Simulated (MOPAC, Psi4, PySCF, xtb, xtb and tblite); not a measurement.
Relaxed torsion scan: SMILES O/C=C\S. Scanned: dihedral C2–C3–S4–H8; all other coordinates were relaxed at B3LYP-D3(BJ)/def2-SVP. Points at φ and −φ are mirror images.

Geometry of the scan point at -90° (Å):
```
8

O     -1.5129     0.9653    -0.0092
C     -0.9731    -0.2566     0.0388
C      0.3365    -0.5477    -0.0821
S      1.5240     0.7724    -0.2694
H     -0.7714     1.5969    -0.1077
H     -1.7209    -1.0419     0.1914
H      0.6905    -1.5778    -0.0232
H      1.5223     0.8581    -1.6261
```

Computed with: GFN2-xTB, on its own relaxed geometries (the stored frames are those of B3LYP-D3(BJ)/def2-SVP) (xtb and tblite); PBE0/def2-TZVP // B3LYP-D3(BJ)/def2-SVP (Psi4); PBE0-D3(BJ)/def2-TZVP // B3LYP-D3(BJ)/def2-SVP (Psi4); PBE/def2-TZVP // B3LYP-D3(BJ)/def2-SVP (Psi4); PBE-D3(BJ)/def2-TZVP // B3LYP-D3(BJ)/def2-SVP (Psi4); r2SCAN/def2-TZVP // B3LYP-D3(BJ)/def2-SVP (Psi4); MP2/cc-pVTZ = DF-MP2 (frozen core)/cc-pVTZ // B3LYP-D3(BJ)/def2-SVP in Psi4; HF/cc-pVTZ // B3LYP-D3(BJ)/def2-SVP (Psi4); PM6, restricted, heats of formation // B3LYP-D3(BJ)/def2-SVP (MOPAC); PM7, restricted, heats of formation // B3LYP-D3(BJ)/def2-SVP (MOPAC); GFN1-xTB // B3LYP-D3(BJ)/def2-SVP (xtb); RKS-B3LYP/6-31G* = restricted B3LYP/6-31G*, spherical d // B3LYP-D3(BJ)/def2-SVP run with PySCF; RKS-M06-2X/6-31G* = restricted M06-2X/6-31G*, spherical d // B3LYP-D3(BJ)/def2-SVP run with PySCF; RKS-LDA (SVWN5)/6-31G* = restricted LDA (SVWN5)/6-31G*, spherical d // B3LYP-D3(BJ)/def2-SVP run with PySCF 2.14.0; RKS-BP86/6-31G* = restricted BP86/6-31G*, spherical d // B3LYP-D3(BJ)/def2-SVP (PySCF).

Least-squares fit of E(φ) = a0 + Σ (a_n cos nφ + b_n sin nφ), n = 1 to 4, to the 12 scan points, in kcal/mol above the lowest point of each profile (levels whose profile four harmonics don't fit are not listed):

```
method                    a0    a1    b1     a2    b2     a3    b3     a4    b4  rms of fit
----------------------  ----  ----  ----  -----  ----  -----  ----  -----  ----  ----------
GFN2-xTB                0.67  0.66  0.00  -0.08  0.00  -0.02  0.00   0.15  0.00        0.04
PBE0/def2-TZVP          2.04  0.71  0.00   2.29  0.00  -0.15  0.00   0.34  0.00        0.10
PBE0-D3(BJ)/def2-TZVP   2.06  0.67  0.00   2.30  0.00  -0.14  0.00   0.35  0.00        0.10
PBE/def2-TZVP           1.95  0.58  0.00   2.19  0.00  -0.14  0.00   0.34  0.00        0.10
PBE-D3(BJ)/def2-TZVP    1.96  0.52  0.00   2.21  0.00  -0.13  0.00   0.35  0.00        0.11
r2SCAN/def2-TZVP        1.88  0.67  0.00   2.14  0.00  -0.09  0.00   0.37  0.00        0.12
MP2/cc-pVTZ             1.83  0.57  0.00   2.11  0.00  -0.09  0.00   0.39  0.00        0.13
HF/cc-pVTZ              1.88  0.95  0.00   2.07  0.00  -0.23  0.00   0.24  0.00        0.05
PM6                     0.99  0.99  0.00   0.64  0.00  -0.15  0.00   0.02  0.00        0.01
PM7                     0.65  0.77  0.00   0.12  0.00  -0.22  0.00  -0.10  0.00        0.04
GFN1-xTB                0.26  0.23  0.00  -0.09  0.00  -0.14  0.00  -0.06  0.00        0.03
RKS-B3LYP/6-31G*        2.10  0.94  0.00   2.32  0.00  -0.27  0.00   0.31  0.00        0.10
RKS-M06-2X/6-31G*       2.18  0.92  0.00   2.47  0.00  -0.18  0.00   0.43  0.00        0.15
RKS-LDA (SVWN5)/6-31G*  2.61  0.84  0.00   2.92  0.00  -0.24  0.00   0.46  0.00        0.16
RKS-BP86/6-31G*         2.24  0.89  0.00   2.47  0.00  -0.26  0.00   0.34  0.00        0.11
```
